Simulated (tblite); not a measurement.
Start geometry of `C[SiH](C)C[C@@H](N)[S]` [radical] from a force field or distance geometry (Å):
```
atom  x, y, z in Å
C1    -1.6899    0.9647    1.0747
Si2   -0.6672   -0.3617    0.2242
C3    -1.7900   -1.4475   -0.7535
C4     0.5621    0.5687   -0.8418
C5     1.8803    0.6848   -0.0828
N6     2.3939   -0.6198    0.2021
S7     3.0260    1.5759   -1.1074
H8    -1.5444    0.8721    2.1830
H9    -1.3467    1.9799    0.7388
H10   -2.7721    0.8029    0.8352
H11    0.0555   -1.1636    1.2315
H12   -2.7051   -0.8841   -1.1122
H13   -1.3321   -1.8949   -1.6273
H14   -2.1697   -2.2341   -0.0586
H15    0.1970    1.6041   -1.0088
H16    0.7162    0.0714   -1.7810
H17    1.6926    1.2932    0.8230
H18    3.3910   -0.7739   -0.0450
H19    2.0928   -1.0288    1.0984
```

Question: What comes out of this run: GFN2-xTB geometry optimisation, gas phase in tblite?

Answer: 
```
atom  x, y, z in Å
C1    -1.3196    0.6522    1.3632
Si2   -0.6992   -0.6242    0.1002
C3    -2.1033   -1.1076   -1.0932
C4     0.6923    0.1471   -0.9716
C5     1.7210    0.8298   -0.0955
N6     2.1472   -0.0413    0.9504
S7     3.1206    1.3963   -1.1584
H8    -0.5404    0.9035    2.0754
H9    -1.6399    1.5720    0.8813
H10   -2.1655    0.2651    1.9225
H11   -0.1895   -1.8237    0.7817
H12   -2.5373   -0.2384   -1.5795
H13   -1.7525   -1.7775   -1.8722
H14   -2.8999   -1.6157   -0.5596
H15    0.2916    0.8682   -1.6829
H16    1.1828   -0.6341   -1.5543
H17    1.3099    1.7385    0.3511
H18    2.5422   -0.8958    0.5744
H19    2.8297    0.3947    1.5598
```

The energy falls by 68.6 kJ/mol over 198 L-BFGS steps, the largest force on an atom goes from 2.13 to 0.009 eV/Å, and the atoms move by 0.861 Å rms after alignment. The bond that changes most is C5–S7 (ends: carbon bonded to C, N, S and H; sulfur bonded to C), which lengthens by 0.070 Å. Bonds longer at the end by more than 0.005 Å: 5 of 18; shorter: 11. Among the angles that change most is H18–N6–H19, from 115.4° to 108.9°. Among the dihedrals that turn most is S7–C5–N6–H19, from 151° to 59°. Rotational constants go from 3303, 825.0, 779.6 to 3225, 837.7, 754.1 MHz. The orientation of the end geometry is arbitrary; only internal coordinates are fixed.

Time: 1.8 s. Hardware: Arm Neoverse V1, one thread, no GPU, shared host with 64 logical CPUs at a one-minute load of 27.

Its GFN2-xTB frequencies are all real (lowest 42 cm⁻¹).

One conformer stands for the species.

These are computed values.
